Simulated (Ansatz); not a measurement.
**Worked example: CH6OSn + Si3H8O2 → CH6O2Sn + Si3H8O**

Species: CH6OSn `C[O][SnH3]`, singlet; Si3H8O2 `O[SiH]([SiH3])O[SiH3]`, singlet; CH6O2Sn `C[O][SnH2][OH]`, singlet; Si3H8O `[SiH3]O[SiH2][SiH3]`, singlet. The partners trade H for OH: Sn–H and Si–OH bonds give way to Sn–OH and Si–H.

Shapes, held fixed at every level: PBE0-D4/def2-TZVP. Flexible molecules stand in one conformer, not always the lowest. Programs: Ansatz 0.2.0. Electronic energies: no zero-point or thermal term.

At CCSD(T)/def2-TZVPP; 1 Eh = 2625.50 kJ/mol:

```
species   energy (Eh)
 CH6OSn   -330.400264
Si3H8O2  -1022.366043
CH6O2Sn   -405.565353
 Si3H8O   -947.169244
```

Q: Work out ΔE of the reaction at this level.

A: 
1. Products less reactants: (-405.565353) + (-947.169244) − [(-330.400264) + (-1022.366043)] = 0.031710 Eh = +83.3 kJ/mol.

Other levels give +78.9 (PBE-D4/def2-TZVPP) to +85.5 kJ/mol (wB97M-V/def2-TZVPP). No measured value is set beside it here. For atoms past krypton def2 sets carry core potentials with scalar relativity. Outer-core shells of Sn are correlated in most correlated rows, in sets that cover them unevenly.
